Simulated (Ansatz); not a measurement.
C4H10In (SMILES C[CH2][In][CH2]C), doublet, at a GFN2-xTB geometry (such geometries of metal compounds can be far from the true shape) (the spin is typed, not shown lowest) (all electrons, no relativity). Base run: PBE/STO-3G run with Ansatz (an electronic-structure program).

The Ansatz input:
Ansatz 0.2 input:
```yaml
crystal:
  periodic: [false, false, false]
  atoms:
    - {symbol: In, position_ang: [0.52255082, 0.11091274, 0.09546448]}
    - {symbol: C, position_ang: [-0.95838512, -0.71695823, 1.86304033]}
    - {symbol: C, position_ang: [-0.70962100, -2.19533506, 2.09301009]}
    - {symbol: H, position_ang: [-1.96947651, -0.54010065, 1.48625371]}
    - {symbol: H, position_ang: [-0.81678652, -0.14472989, 2.78228406]}
    - {symbol: H, position_ang: [0.30234153, -2.36652019, 2.46531725]}
    - {symbol: H, position_ang: [-0.83238832, -2.75924332, 1.16515931]}
    - {symbol: H, position_ang: [-1.40770894, -2.61020520, 2.82733321]}
    - {symbol: C, position_ang: [-0.32756829, 0.44693269, -2.17777208]}
    - {symbol: C, position_ang: [-0.86797167, 1.85804339, -2.30665015]}
    - {symbol: H, position_ang: [-1.12384716, -0.29317635, -2.29476362]}
    - {symbol: H, position_ang: [0.45050344, 0.25202494, -2.91862042]}
    - {symbol: H, position_ang: [-0.06947519, 2.59339005, -2.18885308]}
    - {symbol: H, position_ang: [-1.62751592, 2.05432304, -1.54594336]}
    - {symbol: H, position_ang: [-1.32935978, 2.02341681, -3.28569579]}
basis:
  gaussian:
    orbitals: STO-3G
hamiltonian:
  xc: pbe
magnetization: {spin_polarized: true, initial_magnetization: 1}
```

Each row names what was changed in the base input (with any setting that the change needs).

```json
[
 {"change": "base", "ΔE vs base (kcal/mol)": "0.000"},
 {"change": "final_grid = 14, 28, 59", "ΔE vs base (kcal/mol)": "0.000"},
 {"change": "lower_state_search = off", "ΔE vs base (kcal/mol)": "0.000"},
 {"change": "forces = on", "ΔE vs base (kcal/mol)": "0.000"},
 {"change": "point_charge = charge:0.5 position_ang:4.9518, 3.7247, -0.8512", "ΔE vs base (kcal/mol)": "0.473"},
 {"change": "final_grid = 6, 12, 29", "ΔE vs base (kcal/mol)": "0.010"},
 {"change": "accuracy = high", "ΔE vs base (kcal/mol)": "0.001"},
 {"change": "point_charge = charge:-1.0 position_ang:3.5574, 3.3866, 3.9809", "ΔE vs base (kcal/mol)": "-2.12"},
 {"change": "point_charge = charge:1.0 position_ang:-3.9121, -5.6607, 2.5448", "ΔE vs base (kcal/mol)": "-1.79"},
 {"change": "final_grid = 10, 20, 41", "ΔE vs base (kcal/mol)": "0.000"},
 {"change": "lower_state_search = light", "ΔE vs base (kcal/mol)": "0.000"}
]
```
